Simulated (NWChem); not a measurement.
**Basis-set dependence for disilazane (H$_{7}$NSi$_{2}$)**

```xyz
10

Si    -0.1137    -0.0715    -1.5845
N      0.5292     0.3225     0.0000
Si    -0.1137    -0.0715     1.5845
H      1.0065    -0.4447    -2.5204
H     -1.0492    -1.2341    -1.4115
H     -0.8749     1.0597    -2.2339
H      1.3147     0.9828     0.0000
H     -0.8749     1.0597     2.2339
H      1.0065    -0.4447     2.5204
H     -1.0492    -1.2341     1.4115
```
Charge 0, spin multiplicity 1.

The numbers come from NWChem runs, not from measurements. Structure: optimised with PBE/def2-SVP, a minimum by its harmonic frequencies.

Hartree-Fock energies in Ha, correlation energies in mHa.

The correlated methods keep 11 core orbitals frozen. The Pople sets run with spherical d functions. Coupled-cluster values serve here as a point of comparison, not as the truth.

```tsv
basis	functions	RHF	MP2	SCS-MP2	CCSD	CCSD+T(CCSD)	CCSD(T)	CR-CCSD[T]	CR-CCSD(T)
6-31G*	64	-636.38194	-320.7	-326.9	-366.0	-375.0	-374.6	-373.1	-372.8
cc-pVDZ	85	-636.41886	-380.9	-393.7	-434.5	-445.3	-445.0	-442.8	-442.5
```

From 6-31G* to cc-pVDZ the Hartree-Fock energy moves by -36.9 mHa and the MP2 correlation energy by -60.2 mHa, which is 16 % of its value in the larger set.
